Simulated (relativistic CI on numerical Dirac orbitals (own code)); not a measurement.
**Rh⁶⁺ (4d3) in a crystal field**

Calculated by Dirac-Coulomb-Breit CI, orbitals from a KLI potential per configuration, model QED (radiative potential, 1s self-energy scaled to tabulated hydrogen-like ionisation energies), valence Slater integrals scaled by 0.65, one configuration in a parametric crystal field (own radial code).

Field parameters in Wybourne normalisation: D3d B²₀ = −7Dσ, B⁴₀ = −14Dq − 21Dτ, B⁴₃ = −14√(10/7) Dq; D4h B²₀ = −7Ds, B⁴₀ = 21(Dq − Dt), B⁴₄ = 21√(5/14) Dq; Oh B⁴₀ = 21Dq, B⁴₄ = √(5/14) B⁴₀; Td as Oh with Dq negative (B⁴₀ = 21Dq, B⁴₄ = √(5/14) B⁴₀). The field is a parameter set, without covalency.

S and J are read from ⟨S²⟩ = S(S + 1) and ⟨J²⟩ = J(J + 1) of each level; they are not fictitious spins.

D3d, 10Dq = 39450, Dσ = 700, Dτ = 310 cm⁻¹, the lowest 10 levels:

```csv
E (cm⁻¹),Degeneracy,Irrep,S,J
0.0,2,Γ5+Γ6,1.49,3.38
23.0,2,Γ4,1.49,3.38
11872,2,Γ5+Γ6,0.52,3.82
13402,2,Γ4,0.51,3.92
14525,2,Γ4,0.51,4.00
14630,2,Γ5+Γ6,0.51,3.98
14820,2,Γ4,0.51,3.64
23266,2,Γ4,0.52,3.46
24642,2,Γ4,0.51,3.80
25568,2,Γ5+Γ6,0.52,3.62
```

Principal g values of the ground doublet: 0.00, 0.00, 5.55.

Td, 10Dq = -11950 cm⁻¹, the lowest 10 levels:

```
E (cm⁻¹)  Degeneracy  Irrep     S     J
     0.0           4     Γ8  1.33  2.72
    1608           2     Γ7  1.50  2.79
    3228           4     Γ8  1.47  3.54
    4620           2     Γ6  1.48  4.09
    5549           4     Γ8  0.81  3.65
   11657           4     Γ8  1.28  3.40
   12071           2     Γ7  1.28  3.31
   12851           2     Γ6  1.07  4.09
   13814           4     Γ8  1.19  4.07
   15445           2     Γ6  1.05  4.07
```

Oh, 10Dq = 24850 cm⁻¹, the lowest 16 levels:

```tsv
E (cm⁻¹)	Degeneracy	Irrep	S	J
0.0	4	Γ8	1.49	3.30
13617	4	Γ8	0.56	3.95
14141	4	Γ8	0.52	3.91
14843	2	Γ6	0.53	3.59
22100	4	Γ8	0.72	3.60
22262	2	Γ7	0.71	3.69
24680	2	Γ7	1.41	3.24
25251	4	Γ8	1.39	3.35
25594	4	Γ8	1.46	3.36
25770	2	Γ6	1.49	3.61
32215	2	Γ6	1.42	2.68
32939	4	Γ8	1.47	2.76
33063	2	Γ7	1.46	2.88
33180	4	Γ8	1.48	3.09
36980	2	Γ6	0.64	4.20
38594	2	Γ6	0.53	4.09
```

Oh, 10Dq = 27250 cm⁻¹, the lowest 10 levels:

| E (cm⁻¹) | Degeneracy | Irrep | S | J |
| --- | --- | --- | --- | --- |
| 0.0 | 4 | Γ8 | 1.49 | 3.32 |
| 13730 | 4 | Γ8 | 0.54 | 3.97 |
| 14207 | 4 | Γ8 | 0.51 | 3.91 |
| 14882 | 2 | Γ6 | 0.52 | 3.59 |
| 22508 | 4 | Γ8 | 0.60 | 3.60 |
| 22640 | 2 | Γ7 | 0.59 | 3.77 |
| 26922 | 2 | Γ7 | 1.47 | 3.16 |
| 27454 | 4 | Γ8 | 1.45 | 3.34 |
| 27921 | 4 | Γ8 | 1.47 | 3.36 |
| 28123 | 2 | Γ6 | 1.49 | 3.61 |

D4h, 10Dq = 42800, Ds = 2340, Dt = 120 cm⁻¹, the lowest 16 levels:

| E (cm⁻¹) | Degeneracy | Irrep | S | J |
| --- | --- | --- | --- | --- |
| 0.0 | 2 | Γ7 | 1.49 | 3.38 |
| 4.0 | 2 | Γ6 | 1.49 | 3.38 |
| 10481 | 2 | Γ7 | 0.52 | 3.92 |
| 12046 | 2 | Γ6 | 0.51 | 3.59 |
| 14291 | 2 | Γ7 | 0.51 | 3.85 |
| 14343 | 2 | Γ6 | 0.51 | 3.84 |
| 14810 | 2 | Γ6 | 0.51 | 4.12 |
| 23254 | 2 | Γ7 | 0.52 | 3.66 |
| 25910 | 2 | Γ6 | 0.52 | 3.47 |
| 27604 | 2 | Γ7 | 0.51 | 3.80 |
| 39797 | 2 | Γ7 | 1.49 | 2.95 |
| 39977 | 2 | Γ7 | 1.49 | 2.84 |
| 39981 | 2 | Γ6 | 1.49 | 2.43 |
| 41400 | 2 | Γ6 | 1.49 | 3.61 |
| 41749 | 2 | Γ7 | 1.49 | 3.05 |
| 42507 | 2 | Γ6 | 1.49 | 3.67 |

Principal g values of the ground doublet: 1.84, 3.73, 3.73.

The free-ion ground term has S = 3/2. Every field shown keeps that spin.

Levels of this model without a field, named by their leading LS term (the scale mimics covalency, so terms lie below those of the real free ion): ⁴F3/2 0, ⁴F5/2 1965, ⁴F7/2 4147, ⁴F9/2 6305, ⁴P3/2 11990, ⁴P1/2 12518, ²G7/2 14544, ²G9/2 15169 cm⁻¹.
